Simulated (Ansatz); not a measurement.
The cluster Be7O7: single points at one geometry.

```yaml
crystal:
  periodic: [false, false, false]
  atoms:
    - {symbol: Be, position_ang: [-0.611396, -1.720541, -1.455380]}
    - {symbol: Be, position_ang: [0.853557, 0.009024, -1.579282]}
    - {symbol: Be, position_ang: [0.502292, -1.223923, 0.703474]}
    - {symbol: Be, position_ang: [-0.949998, 1.383708, -0.698693]}
    - {symbol: Be, position_ang: [0.308586, 0.751493, 2.189093]}
    - {symbol: Be, position_ang: [-1.469852, -0.594972, 0.774743]}
    - {symbol: Be, position_ang: [1.303455, 1.217737, 0.202666]}
    - {symbol: O, position_ang: [1.088932, 1.779091, 1.581846]}
    - {symbol: O, position_ang: [1.493162, -0.373665, -0.123528]}
    - {symbol: O, position_ang: [0.463722, 1.535422, -1.158617]}
    - {symbol: O, position_ang: [0.073915, -0.948290, -2.438985]}
    - {symbol: O, position_ang: [-1.926363, 0.641353, 0.051353]}
    - {symbol: O, position_ang: [-0.320339, -0.570773, 1.944872]}
    - {symbol: O, position_ang: [-0.809683, -1.885662, 0.006426]}
basis:
  gaussian: {orbitals: def2-TZVP, initial_orbitals: start.molden}
hamiltonian: {xc: {name: CAM-B3LYP}, dispersion: d4}
scf: {omitted_lower_state_checks: [starts]}
output: {orbitals: {seedname: orbitals}}
```

The file start.molden holds the orbitals of an earlier run on this structure, at another level or in another basis.

```sh
$ ansatz run in.yaml --threads 4 --pin off --events-out ev --progress --plain --max-ram 4787MiB
```

Shortened log:

```
Functional definition: CAM-B3LYP
2044 factors; their error is unknown
650 factors; integrals over basis functions are off by at most 2.7e-5 eV
mean field evaluation 1: about -17162.4118 eV, gradient 1.0e1 eV
mean field evaluation 2: about -17162.5409 eV, gradient 1.3e-1 eV
mean field evaluation 4: about -17162.5513 eV, gradient 2.0e-4 eV
mean field -17162.55129060 eV, -630.7121267344 hartree, gradient 2.6e-5 eV, S^2 0.000000; 0 other end points of the search recorded, 0 dependent functions left out
reference -17162.55146538 eV, -630.7121331574 hartree; 42, 42 occupied and 308, 308 virtual orbitals, 2044 factors
Total energy: -17163.13295083 eV, -630.7335023535 hartree
Checks for a lower state left out: starts
```

Hardware: 4 threads of Arm Neoverse V2 on a shared host. Wall time 10 s, peak host memory 1.6 GiB.

The first input with `hamiltonian: {xc: r2scan, dispersion: d4}` (abridged; 11 s):

```
Functional definition: r2SCAN
mean field -17160.63020489 eV, -630.6415281369 hartree, gradient 1.6e-5 eV, S^2 0.000000
Total energy: -17160.80274103 eV, -630.6478687231 hartree
Checks for a lower state left out: starts
```

First input, but with `hamiltonian: {xc: pbe, dispersion: d4}`, `output: {forces: true, orbitals: {seedname: orbitals}}` (abridged; 6.5 s):

```
Functional definition: PBE
mean field -17147.67868643 eV, -630.1655686123 hartree, gradient 2.2e-5 eV, S^2 0.000000
Total energy: -17148.34392627 eV, -630.1900157255 hartree
Atom 0 force     0.151192     0.310028     0.162221 eV/Å
Atom 1 force    -0.360918    -0.038801     0.612349 eV/Å
Atom 2 force    -0.465955     0.555447    -0.262040 eV/Å
Atom 3 force     0.232100    -0.300580     0.145047 eV/Å
Atom 4 force     0.015747    -0.054603    -0.377716 eV/Å
Atom 5 force     0.688898     0.147952    -0.276934 eV/Å
Atom 6 force    -0.525367    -0.480239    -0.038980 eV/Å
Atom 7 force     0.112555     0.092347     0.000526 eV/Å
Atom 8 force     0.277774    -0.112543     0.007456 eV/Å
Atom 9 force     0.093360     0.217428    -0.169943 eV/Å
Atom 10 force     0.083277     0.012317    -0.120510 eV/Å
Atom 11 force    -0.181786    -0.051714     0.081276 eV/Å
Atom 12 force    -0.057444    -0.141146     0.129978 eV/Å
Atom 13 force    -0.063433    -0.155893     0.107268 eV/Å
Dipole moment:    -0.167551    -0.361770     0.288286 e Å
Checks for a lower state left out: starts
```

As the first input, with `gaussian: {orbitals: def2-SVP, initial_orbitals: start.molden}`, `correlation: {method: ccsd_t}` and without the key `hamiltonian` (abridged; 2.1 min):

```
Functional definition: HF
mean field -17057.05924288 eV, -626.8353654859 hartree, gradient 2.0e-6 eV, S^2 0.000000
7 core orbitals not correlated: weight in the atoms' cores, before any rotation towards them, 1.000 or more for the frozen orbitals, at most 0.000 for the correlated occupied ones
second order -40.71325309 eV of doubles, -0.00000000 eV of singles
cycle   1  -39.58385839 eV  change     1.1e0 eV  update   1.7e-1
cycle   2  -40.59417721 eV  change    -1.0e0 eV  update   5.0e-2
cycle   3  -40.88555405 eV  change   -2.9e-1 eV  update   2.8e-2
cycle   4  -40.85936595 eV  change    2.6e-2 eV  update   5.9e-3
cycle   5  -40.85101746 eV  change    8.3e-3 eV  update   2.6e-3
cycle   6  -40.85234315 eV  change   -1.3e-3 eV  update   8.0e-4
cycle   7  -40.85220787 eV  change    1.4e-4 eV  update   2.9e-4
cycle   8  -40.85198681 eV  change    2.2e-4 eV  update   1.1e-4
cycle   9  -40.85197187 eV  change    1.5e-5 eV  update   3.6e-5
perturbative correction -0.98144140 eV, -0.0360673061 hartree
Total energy: -17098.89265615 eV, -628.3727150678 hartree
Checks for a lower state left out: starts
```

First input, but with `hamiltonian: {xc: pbe0, dispersion: d4}` (abridged; 10 s):

```
Functional definition: PBE0
mean field -17148.37966997 eV, -630.1913292822 hartree, gradient 1.2e-5 eV, S^2 0.000000
Total energy: -17148.95017156 eV, -630.2122948288 hartree
Checks for a lower state left out: starts
```

The first input with `hamiltonian: {xc: {name: r2SCANh}, dispersion: d4}` (abridged; 13 s):

```
Functional definition: r2SCANh
mean field -17159.65644011 eV, -630.6057429412 hartree, gradient 1.0e-5 eV, S^2 0.000000
Total energy: -17159.83966488 eV, -630.6124763272 hartree
Checks for a lower state left out: starts
```

Geometry: PBE0-D4/def2-SVP.

Correlated methods freeze 7 core orbitals. Another isomer (singlet) lies 0.28 eV lower at CAM-B3LYP-D4/def2-TZVP; other spin states weren't run for this one.
